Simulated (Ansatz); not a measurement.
Job for Ansatz (a program for electronic structure): R-CCSD(T)/def2-SVP on F6HSb. Elements past Kr take the def2 small-core potentials; no spin–orbit coupling.

Ansatz 0.2 input:
```yaml
crystal:
  periodic: [false, false, false]
  atoms:
    - {symbol: Sb, position_ang: [-0.14348095, -0.00000000, 0.54537515]}
    - {symbol: F, position_ang: [1.69061341, 0.00000000, 0.08391281]}
    - {symbol: F, position_ang: [-1.99019051, -0.00000000, 0.25550622]}
    - {symbol: F, position_ang: [-0.12973064, 1.85692249, 0.29453651]}
    - {symbol: F, position_ang: [-0.12973064, -1.85692249, 0.29453651]}
    - {symbol: F, position_ang: [-0.04199501, 0.00000000, 2.40181518]}
    - {symbol: F, position_ang: [-0.08311351, 0.00000000, -1.82764190]}
    - {symbol: H, position_ang: [0.82762786, 0.00000000, -2.04844048]}
basis:
  gaussian:
    orbitals: def2-SVP
magnetization: {spin_polarized: false}
correlation: {method: ccsd_t, electrons: outside_noble_gas}
scf: {lower_state_search: off}
```

### Question
What total energy does the run end on?

### Answer
-837.2933 hartree (reference determinant -836.0083, T1 diagnostic 0.012).

### Question
How many basis functions does it have, and what does it roughly cost on one machine?

### Answer
115 functions; around 21 core-seconds (rough).
